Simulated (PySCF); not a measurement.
Species: C₅H₈GeN₂O.
SMILES with atom numbers: `[CH3:1][c:2]1[n:3][cH:4][cH:5][n:6][c:7]1[O:8][GeH3:9]` (hydrogens: H10, H11, H12 on C1; H13 on C4; H14 on C5; H15, H16, H17 on Ge9)

All values: CAM-B3LYP/def2-SVPD (PySCF, non-relativistic), on one gas-phase PBE0-D3(BJ)/def2-SVP geometry that isn't relaxed in the solvent. The solvent is an IEF-PCM continuum (Bondi radii, 1.10 Å for H, scaled by 1.2). The model holds no explicit solvent molecules, cavitation or dispersion. Spin–orbit coupling is left out although an atom past zinc is present.

Gas phase at CAM-B3LYP/def2-SVPD: HOMO -8.11 eV, LUMO -0.10 eV, dipole 1.66 D.

Question: What does the continuum do to the energy, the frontier levels and the dipole at CAM-B3LYP/def2-SVPD in acetonitrile?

Answer: 
```
     solvent      ε  E(solvent) − E(gas) (kcal/mol)  polarisation term (kcal/mol)  distortion of the solute (kcal/mol)  HOMO (eV)  LUMO (eV)  dipole (D)
acetonitrile  35.69                           -4.34                         -4.98                                 0.64      -8.14      -0.19        2.23
```

The polarisation term is half the interaction of the solute with the surface charges that it induces; the rest is the cost of distorting the solute's density. The sum is the electrostatic part of solvation alone.

Question: Which radius a makes the point-dipole formula ΔE = −[(ε − 1)/(2ε + 1)]·μ²/a³ give the value in acetonitrile, with the gas-phase dipole?

Answer: μ = 0.652 au and |ΔE| = 0.00692 Eh give a = 1.63 Å; the farthest nucleus lies 4.00 Å from the centroid of the nuclei, so such a sphere wouldn't even hold the nuclei. The formula assumes a rigid point dipole at the centre of a sphere.

Question: How does the static polarisability (CAM-B3LYP/def2-SVPD, frozen core, with the continuum's full static response) change?

Answer: 
```csv
medium,isotropic (au),principal values (au),⟨r²⟩ of the electrons (bohr²)
gas,106.5,"72.1, 115.0, 132.6",1885.5
acetonitrile,145.8,"100.6, 156.2, 180.7",1884.5
```

The isotropic value in acetonitrile is 1.37 times the gas-phase one; no cavity-field correction is applied. ⟨r²⟩ is taken about the centre of nuclear charge.

Hardware: an Arm Neoverse V1 with one thread, shared host. Cost: 79 s wall, 1.5 GiB resident at most. This is the whole response run at CAM-B3LYP/def2-SVPD in acetonitrile, SCF included.

The values belong to the conformer `[CH3:1][c:2]1[n:3][cH:4][cH:5][n:6][c:7]1[O:8][GeH3:9]`: N6–C7–O8–Ge9 0°.
